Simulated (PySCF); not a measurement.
Start geometry of `C=C(F)/C(F)=C/C` from a GFN2-xTB structure with every atom displaced at random (by about 0.01 Å) (Å):
```
atom  x, y, z in Å
C1    -2.578   -0.435   -0.461
C2    -1.476    0.283   -0.417
F3    -1.479    1.584   -0.802
C4    -0.135   -0.195    0.015
F5    -0.184   -1.508    0.382
C6     0.955    0.516    0.064
C7     2.286   -0.016    0.514
H8    -3.496    0.046   -0.812
H9    -2.616   -1.434   -0.145
H10    0.911    1.542   -0.232
H11    3.001    0.089   -0.275
H12    2.641    0.562    1.374
H13    2.176   -1.051    0.785
```

Problem. What comes out of this run: PBE0-D3(BJ)/def2-SVP geometry optimisation, gas phase (PySCF 2.14.0)?

Solution. 
```
atom  x, y, z in Å
C1    -2.5528   -0.4826   -0.6369
C2    -1.4230    0.2241   -0.5964
F3    -1.3475    1.4365   -1.1500
C4    -0.1724   -0.1993    0.0287
F5    -0.2469   -1.4143    0.5846
C6     0.9584    0.5134    0.0709
C7     2.2185    0.0680    0.7238
H8    -3.4380   -0.0780   -1.1283
H9    -2.5885   -1.4674   -0.1747
H10    0.9245    1.4908   -0.4152
H11    3.0588    0.0810    0.0107
H12    2.4949    0.7483    1.5468
H13    2.1245   -0.9464    1.1329
```

The energy falls by 16.5 kJ/mol over 8 energy and gradient evaluations, the largest force component goes from 0.0558 to 2.8e-04 Eh/bohr, and the atoms move by 0.035 Å rms after alignment. The bond that changes most is C1–H9 (terminal =CH2 carbon to vinylic hydrogen), which lengthens by 0.040 Å. Bonds longer at the end by more than 0.005 Å: 7 of 12; shorter: 4. Among the angles that change most is C2–C1–H9, from 122.7° to 119.6°. Rotational constants go from 4663, 1878, 1350 to 4713, 1884, 1357 MHz. The orientation of the end geometry is arbitrary; only internal coordinates are fixed.

The run used 128 basis functions and 58 SCF cycles in all.

Whether it is a minimum is left open (no frequencies). One conformer, not necessarily the lowest.
